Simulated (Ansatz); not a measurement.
Gas-phase electronic energies from Ansatz, PBE0-D4/def2-TZVP geometries. CCSD(T)/CBS adds triple-zeta CCSD(T) − MP2 to the extrapolated MP2 energy (def2 sets, frozen cores). This one scheme is used for every species. Functionals use def2-TZVPP. B3LYP here is the variant with VWN-RPA as its local correlation; programs differ in this. HSE06 is defined as in plane-wave codes. Elements past krypton have def2 core potentials. For Sn outer-core shells are correlated without core-valence functions, which leaves a few kJ/mol of doubt a bond. One conformer a species, not always the lowest.

Consider the cleavage of the B–Sn bond: `O[BH][SnH2][OH]` + HCl → `OBCl` + `[OH][SnH3]`.

Is it downhill or uphill in electronic energy at CCSD(T)/CBS, and by how much? (Best estimate.)

The calculation gave: Downhill: ΔE = -104.8 kJ/mol.

What do these levels give: B3LYP-D4, HSE06-D4, B3LYP, HF/def2-SVP, HF/def2-TZVPP, CCSD/def2-TZVPP? (Estimate.)

Ansatz gave: B3LYP-D4 -110.0, HSE06-D4 -109.7, B3LYP -113.0, HF/def2-SVP -130.8, HF/def2-TZVPP -124.6, CCSD/def2-TZVPP -108.4 kJ/mol.

What do rigid-rotor, harmonic-oscillator terms from PBE0-D4/def2-TZVP frequencies (298.15 K, 1 bar) make of the CCSD(T)/CBS value? (Best estimate.)

Ansatz gave: ΔZPE = +2.5 kJ/mol, ΔH = -106.1 kJ/mol, ΔS = 8 J/(mol·K), ΔG = -108.5 kJ/mol.

Largest T1 diagnostic among the species: 0.015.

In def2-TZVPP, CCSD(T) changes the Hartree–Fock value by +16.7 kJ/mol (the triples alone add +0.5 kJ/mol) and MP2 by +12.9 kJ/mol. From PBE to PBE0 (25 % exact exchange), in def2-TZVPP and without D4, ΔE moves by −3.0 kJ/mol. At CCSD(T), def2-SVP lies −16.5 kJ/mol from the extrapolated value and def2-TZVPP −3.2 kJ/mol.
